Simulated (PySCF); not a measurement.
Si(H)2(OMe)2 (C2H8O2Si), SMILES CO[SiH2]OC.

Geometry optimised at ωB97X-D3(BJ)/def2-SVP. Other conformers were not sampled.

Computed with PBE/def2-TZVP (PySCF).

Isolated molecule, no solvent.

total energy: -520.70101 hartree
highest occupied level: -6.58 eV
lowest empty level: -0.16 eV
orbital gap: 6.43 eV
dipole moment: 1.52 D
quadrupole, principal values (traceless, Buckingham form, about the centre of nuclear charge): -3.81, -2.00, 5.81 D·Å
mean static polarisability: 59.4 bohr³ (8.80 Å³)
polarisability, principal values: 52.6, 58.1, 67.5 bohr³
